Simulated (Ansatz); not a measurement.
Program: Ansatz. Geometries: PBE0-D4/def2-TZVP. ΔE: electronic, gas phase. CCSD(T)/CBS adds triple-zeta CCSD(T) − MP2 to the extrapolated MP2 energy (def2 sets, frozen cores). This one scheme is used for every species. DFT in def2-TZVPP.

Reaction (ligand exchange at the Al–C bond): `[AlH2][CH]1O[SiH2][SiH2]1` + `N[SiH3]` → `[AlH2][NH][SiH3]` + `C1O[SiH2][SiH2]1`

| species | PBE0-D4 energy (Eh) |
| --- | --- |
| `[AlH2][CH]1O[SiH2][SiH2]1` | -938.52121 |
| `N[SiH3]` | -347.11159 |
| `[AlH2][NH][SiH3]` | -590.05672 |
| `C1O[SiH2][SiH2]1` | -695.61654 |

Q: Work out ΔE.

A: ΔE = (-590.05672) + (-695.61654) − (-938.52121) − (-347.11159) = -0.04046 Eh = -1.10 eV. CCSD(T)/CBS gives -1.17 eV.

Largest T1 diagnostic among the species: 0.014.

From PBE to PBE0 (25 % exact exchange), in def2-TZVPP and without D4, ΔE moves by −0.04 eV. In def2-TZVPP, CCSD(T) changes the Hartree–Fock value by +0.12 eV (the triples alone add +0.02 eV) and MP2 by +0.12 eV. The D4 term adds +0.03 eV with B3LYP and +0.02 eV with PBE0; it sums over pairs of atoms, weighted by their polarisabilities, and B3LYP, whose exchange is more repulsive, gets the larger term.

B3LYP here is the variant with VWN-RPA as its local correlation; programs differ in this.
